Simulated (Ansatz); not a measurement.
Molecule: CH₅GeS, net charge 0, doublet state. It need not be the lowest isomer of its formula. 
Geometry from a B3LYP-D3(BJ)/def2-TZVP (Ansatz, a program for electronic structure) optimisation:
SMILES: C[S][GeH2]
```xyz
8

C     -2.0502    -0.6264    -0.4521
S     -0.9899     0.2191     0.7736
Ge     1.0073     0.0347    -0.2015
H     -1.9498    -0.1679    -1.4339
H     -1.8067    -1.6853    -0.5080
H     -3.0766    -0.5162    -0.1075
H      0.8427     0.4372    -1.6988
H      1.8968     1.0744     0.5306
```
Charge 0, spin multiplicity 2.

Dipole moments at this geometry, in debye (magnitudes).

```tsv
level	program	dipole (D)
SVWN5/def2-TZVPD	Ansatz	1.47
PBE/def2-TZVPD	Ansatz	1.45
revPBE/def2-TZVPD	Ansatz	1.44
r2SCAN/def2-TZVPD	Ansatz	1.49
B97M-V/def2-TZVPD	Ansatz	1.48
PBE0/def2-TZVPD	Ansatz	1.46
r2SCAN0/def2-TZVPD	Ansatz	1.50
HSE06/def2-TZVPD	Ansatz	(withheld)
CAM-B3LYP/def2-TZVPD	Ansatz	1.45
LC-wPBE/def2-TZVPD	Ansatz	1.50
wB97M-V/def2-TZVPD	Ansatz	1.44
wB97X-V/def2-TZVPD	Ansatz	1.48
CCSD(T)/def2-SVPD	Ansatz	(withheld)
```

**Question.** What belongs in the gaps?

**Answer.** 
- HSE06/def2-TZVPD, dipole (D): 1.46
- CCSD(T)/def2-SVPD, dipole (D): 1.44
